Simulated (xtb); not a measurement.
xtb input (GFN2-xTB):

```bash
xtb mol.xyz --gfn 2 --ohess tight --chrg 1 --uhf 0
```
mol.xyz:
```
14

N     -1.22816963     1.49199239    -0.22468335
Si    -1.61218264    -0.26347869    -0.13377354
O     -0.15131820    -0.99623612    -0.00646270
Si     1.44139880    -0.73670421     0.25325126
N      1.61739621     1.11079856    -0.05094307
H     -1.61121770     2.02848376     0.55844824
H     -1.47461312     1.89778285    -1.03410070
H     -2.25287854    -0.66118916    -1.44332807
H     -2.37691894    -0.57024073     1.05371903
H      2.35835824    -1.38035057    -0.66686160
H      1.77818541    -0.92694162     1.72905573
H      2.08292020     1.55157962     0.74891423
H      0.58514195     1.48846604    -0.07139417
H      2.07004641     1.27452901    -0.86533561
```

Output:

```
           -------------------------------------------------
          |                Calculation Setup                |
           -------------------------------------------------

           -------------------------------------------------
          |                 G F N 2 - x T B                 |
           -------------------------------------------------

        Reference                      10.1021/acs.jctc.8b01176
      * Hamiltonian:
        H0-scaling (s, p, d)           1.850000    2.230000    2.230000
        zeta-weighting                 0.500000
      * Dispersion:
        s8                             2.700000
        a1                             0.520000
        a2                             5.000000
        s9                             5.000000
      * Repulsion:
        kExp                           1.500000    1.000000
        rExp                           1.000000
      * Coulomb:
        alpha                          2.000000
        third order                    shell-resolved
        anisotropic                    true
        a3                             3.000000
        a5                             4.000000
        cn-shift                       1.200000
        cn-exp                         4.000000
        max-rad                        5.000000

          ...................................................
          :                      SETUP                      :
          :.................................................:
          :  # basis functions                  41          :
          :  # atomic orbitals                  39          :
          :  # shells                           21          :
          :  # electrons                        32          :
          :  max. iterations                   250          :
          :  Hamiltonian                  GFN2-xTB          :
          :  restarted?                      false          :
          :  GBSA solvation                  false          :
          :  PC potential                    false          :
          :  electronic temp.          300.0000000     K    :
          :  accuracy                    1.0000000          :
          :  -> integral cutoff          0.2500000E+02      :
          :  -> integral neglect         0.1000000E-07      :
          :  -> SCF convergence          0.1000000E-05 Eh   :
          :  -> wf. convergence          0.1000000E-03 e    :
          :  Broyden damping             0.4000000          :
          :  net charge                          1          :
          :  unpaired electrons                  0          :
          ...................................................

 iter      E             dE          RMSdq      gap      omega  full diag
   1    -17.7196201 -0.177196E+02  0.753E+00    5.28       0.0  T
   2    -17.8486690 -0.129049E+00  0.548E+00    4.97       1.0  T
   3    -17.8551730 -0.650406E-02  0.397E+00    5.00       1.0  T
   4    -17.8553585 -0.185470E-03  0.117E+00    4.72       1.0  T
   5    -17.8565562 -0.119771E-02  0.474E-01    5.02       1.0  T
   6    -17.8572019 -0.645716E-03  0.246E-01    4.92       1.0  T
[...]
   8 O   14 Si          2     1.6300854     1.6684932     1.5916775

           -------------------------------------------------
          |               Frequency Printout                |
           -------------------------------------------------
 projected vibrational frequencies (cm⁻¹)
eigval :       -0.00    -0.00    -0.00    -0.00     0.00     0.00
eigval :      -39.29    84.44   215.41   243.08   255.51   345.70
eigval :      431.05   492.49   499.16   521.23   545.24   556.48
eigval :      590.22   698.24   703.10   726.45   746.55   749.79
eigval :      770.18   825.21   844.03   875.84  1074.49  1362.57
eigval :     1451.64  1457.53  1508.71  2354.63  2373.18  2382.98
eigval :     2391.69  2398.52  3383.10  3389.19  3427.18  3442.13
 reduced masses (amu)
   1: 11.80   2: 21.18   3: 20.51   4: 21.93   5: 18.35   6: 19.25   7:  9.85   8: 13.85
   9: 14.63  10:  7.24  11: 12.22  12: 15.69  13:  3.28  14:  5.25  15: 17.20  16:  3.39
  17:  3.04  18: 19.04  19:  2.07  20:  4.73  21:  2.57  22:  2.71  23:  3.29  24:  5.57
  25: 14.67  26:  5.49  27:  3.24  28:  3.13  29: 17.81  30:  2.46  31:  1.64  32:  1.68
Molecule has no symmetry elements
It seems to be the C1 point group
  33:  2.14  34:  2.08  35:  1.47  36:  2.28  37:  1.45  38:  2.37  39:  2.06  40:  1.53
  41:  1.60  42:  2.05
 IR intensities (km·mol⁻¹)
   1: 11.79   2:  3.85   3:  9.01   4:  2.49   5:  8.58   6:  2.47   7:  0.08   8:  2.07
   9: 41.94  10: 24.13  11: 11.35  12: 44.05  13:  4.75  14: 47.58  15: 74.18  16: 38.08
  17: 42.01  18: 67.27  19: 21.51  20:126.81  21: 55.82  22:183.90  23:132.31  24: 28.06
  25:400.65  26: 96.08  27: 92.83  28:222.86  29:566.02  30:225.95  31: 65.91  32: 37.17
  33: 89.71  34:******  35:155.85  36:158.62  37: 20.01  38:373.88  39: 39.69  40: 47.33
  41: 26.74  42:  8.23
 Raman intensities (Ä⁴*amu⁻¹)
   1:  0.00   2:  0.00   3:  0.00   4:  0.00   5:  0.00   6:  0.00   7:  0.00   8:  0.00
   9:  0.00  10:  0.00  11:  0.00  12:  0.00  13:  0.00  14:  0.00  15:  0.00  16:  0.00
  17:  0.00  18:  0.00  19:  0.00  20:  0.00  21:  0.00  22:  0.00  23:  0.00  24:  0.00
  25:  0.00  26:  0.00  27:  0.00  28:  0.00  29:  0.00  30:  0.00  31:  0.00  32:  0.00
  33:  0.00  34:  0.00  35:  0.00  36:  0.00  37:  0.00  38:  0.00  39:  0.00  40:  0.00
  41:  0.00  42:  0.00
 output can be read by thermo (or use thermo option).
 writing <g98.out> molden fake output.
 recommended (thermochemical) frequency scaling factor: 1.0
           -------------------------------------------------
          |             Thermodynamic Functions             |
           -------------------------------------------------

c1  symmetry found (for desy threshold:  0.10E+00) used in thermo

          ...................................................
          :                      SETUP                      :
          :.................................................:
          :  # frequencies                          35      :
          :  # imaginary freq.                       1      :
          :  linear?                             false      :
          :  only rotor calc.                    false      :
          :  symmetry                               c1      :
          :  rotational number                       1      :
          :  scaling factor                  1.0000000      :
          :  rotor cutoff                   50.0000000 cm⁻¹ :
          :  imag. cutoff                  -20.0000000 cm⁻¹ :
          :.................................................:

    mode    ω/cm⁻¹     T·S(HO)/kcal·mol⁻¹    T·S(FR)/kcal·mol⁻¹   T·S(vib)
   ------------------------------------------------------------------------
       1     84.44    -1.12846 ( 89.05%)    -0.90103 ( 10.95%)    -1.10356
       2    215.41    -0.59551 ( 99.71%)    -0.62378 (  0.29%)    -0.59559
       3    243.08    -0.53076 ( 99.82%)    -0.58798 (  0.18%)    -0.53086
       4    255.51    -0.50454 ( 99.85%)    -0.57321 (  0.15%)    -0.50464
   ------------------------------------------------------------------------

   temp. (K)  partition function   enthalpy   heat capacity  entropy
                                   cal/mol     cal/K/mol   cal/K/mol   J/K/mol
 298.15  VIB   27.3                 3128.276     24.257     16.985
         ROT  0.212E+06              888.752      2.981     27.351
         INT  0.579E+07             4017.028     27.238     44.336
         TR   0.110E+28             1481.254      4.968     39.964
         TOT                        5498.2823    32.2058    84.3000   352.7111

       T/K    H(0)-H(T)+PV         H(T)/Eh          T*S/Eh         G(T)/Eh
   ------------------------------------------------------------------------
    298.15    0.876207E-02    0.109268E+00    0.400536E-01    0.692142E-01
   ------------------------------------------------------------------------

         :::::::::::::::::::::::::::::::::::::::::::::::::::::
         ::                  THERMODYNAMIC                  ::
         :::::::::::::::::::::::::::::::::::::::::::::::::::::
         :: total free energy         -17.627821475603 Eh   ::
         ::.................................................::
         :: total energy              -17.697035690093 Eh   ::
         :: zero point energy           0.100505784495 Eh   ::
Note: The following floating-point exceptions are signalling: IEEE_UNDERFLOW_FLAG IEEE_DENORMAL
normal termination of xtb
         :: G(RRHO) w/o ZPVE           -0.031291570005 Eh   ::
         :: G(RRHO) contrib.            0.069214214490 Eh   ::
         :::::::::::::::::::::::::::::::::::::::::::::::::::::
imag cut-off (cm-1) :    5.00
 found            1  significant imaginary frequency
 writing imag mode distorted coords to xtbhess.xyz
 for further optimization.

optimized geometry written to: xtbopt.xyz

           -------------------------------------------------
          | TOTAL ENERGY              -17.697035690093 Eh   |
          | TOTAL ENTHALPY            -17.587767834950 Eh   |
          | TOTAL FREE ENERGY         -17.627821475603 Eh   |
          | GRADIENT NORM               0.000382809970 Eh/α |
          | HOMO-LUMO GAP               5.255590641639 eV   |
           -------------------------------------------------

------------------------------------------------------------------------
------------------------------------------------------------------------
 total:
 SCF:
 ANC optimizer:
 analytical hessian:
```

It need not be the lowest isomer of its formula.
